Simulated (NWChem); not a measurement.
Molecule: C$_{3}$HF$_{2}$NS; SMILES Fc1cnc(F)s1

```xyz
8

F     -0.1508     2.4755     0.0000
C      0.1364     1.1940     0.0000
C      1.3619     0.6079     0.0000
N      1.3331    -0.7649     0.0000
C      0.1312    -1.1883     0.0000
F     -0.2054    -2.4542     0.0000
S     -1.1400     0.0050     0.0000
H      2.3072     1.1506     0.0000
```
Atoms are numbered in this order, from 1.

Level: PBE0/def2-SVP (NWChem), optimised geometry, unscaled harmonic frequencies. 

```
frequency (cm⁻¹)  IR intensity (km/mol)
----------------  ---------------------
182                                 0.8
324                                 1.3
390                                 0.1
435                                 2.1
514                                 3.2
537                                 3.0
607                                 9.1
714                                 1.0
724                                 9.9
754                                23.1
850                                24.3
1179                               76.6
1280                               91.0
1311                              249.9
1346                               19.3
1659                               65.2
1688                              198.6
3264                                4.2
```

The zero-point energy comes out as 25.4 kcal/mol. The thermal correction to the enthalpy at 298.15 K (with zero-point energy) comes out as 29.4 kcal/mol, the heat capacity Cv comes out as 19.3 cal/(mol K) and the entropy at 298.15 K and 1 atm (symmetry number 1) comes out as 76.1 cal/(mol K). The dipole moment comes out as 1.32 D.

Rigid rotor and harmonic oscillator.
